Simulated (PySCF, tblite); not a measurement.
C₇H₁₁BO₂.
Cartesian coordinates in Å at the PBE0-D3(BJ)/def2-SVP level; atoms count from 1:
```xyz
21
C7H11BO2 angstrom
C     -2.3895    1.1050   -0.5765
C     -1.5803    0.3007    0.4491
C     -1.6470   -1.1717    0.1667
C     -0.5739   -1.9394   -0.0348
C      0.8289   -1.4238    0.0201
C      0.9329    0.0496    0.3224
B      2.3459    0.7206    0.4055
O      2.4481    2.0465    0.6939
O      3.5040    0.0218    0.1946
C     -0.1671    0.7951    0.5225
H     -2.3540    2.1822   -0.3508
H     -1.9849    0.9541   -1.5890
H     -3.4457    0.7935   -0.5794
H     -2.0512    0.4833    1.4368
H     -2.6455   -1.6184    0.1134
H     -0.7064   -3.0053   -0.2474
H      1.3969   -2.0048    0.7757
H      1.3356   -1.6512   -0.9398
H      3.3684    2.3284    0.7095
H      3.3527   -0.9062   -0.0038
H     -0.0362    1.8615    0.7407
```

Jobs on this species (21 atoms, 74 electrons) with PySCF (density fitting) and tblite. Hardware of each: an Arm Neoverse V2 with one thread (shared host). Times come from a shared host and carry two figures at best.

```json
{"level and settings": "B3LYP/def2-SVPD", "work": "10 singlets by full TDDFT, 4 Tamm–Dancoff triplets, polarisability, ΔSCF ions", "basis functions": "294", "SCF cycles": "?", "wall time": "?"}
{"level and settings": "PBE0-D3(BJ)/def2-SVP, grid level 1", "work": "geometry optimisation from a GFN2-xTB start shaken at random", "basis functions": "195", "SCF cycles": "?", "wall time": "?"}
{"level and settings": "B3LYP/pcSseg-1", "work": "shieldings, ring-centre shieldings", "basis functions": "225", "SCF cycles": "15", "wall time": "39 s"}
{"level and settings": "PBE0/pcSseg-1", "work": "shieldings, ring-centre shieldings, charges and field gradients", "basis functions": "225", "SCF cycles": "14", "wall time": "42 s"}
{"level and settings": "PBE0/pcSseg-1, IEF-PCM benzene", "work": "shieldings, ring-centre shieldings", "basis functions": "225", "SCF cycles": "14", "wall time": "39 s"}
{"level and settings": "GFN2-xTB", "work": "L-BFGS relaxation", "basis functions": "–", "SCF cycles": "–", "wall time": "0.7 s"}
{"level and settings": "GFN2-xTB", "work": "Hessian by finite differences", "basis functions": "–", "SCF cycles": "–", "wall time": "0.71 s"}
{"level and settings": "PBE0/pcSseg-1, IEF-PCM acetone", "work": "shieldings, ring-centre shieldings, charges and field gradients", "basis functions": "225", "SCF cycles": "14", "wall time": "43 s"}
```

Q: Fill in the missing figures.

A: 
- B3LYP/def2-SVPD; 10 singlets by full TDDFT, 4 Tamm–Dancoff triplets, polarisability, ΔSCF ions: 5.5 min, 15 SCF cycles
- PBE0-D3(BJ)/def2-SVP, grid level 1; geometry optimisation from a GFN2-xTB start shaken at random: 3.5 min, 80 SCF cycles

Q: What do all jobs in the table cost together?

A: About 12 min; the longest takes about 47 % of that, and about 470 times as long as the shortest.
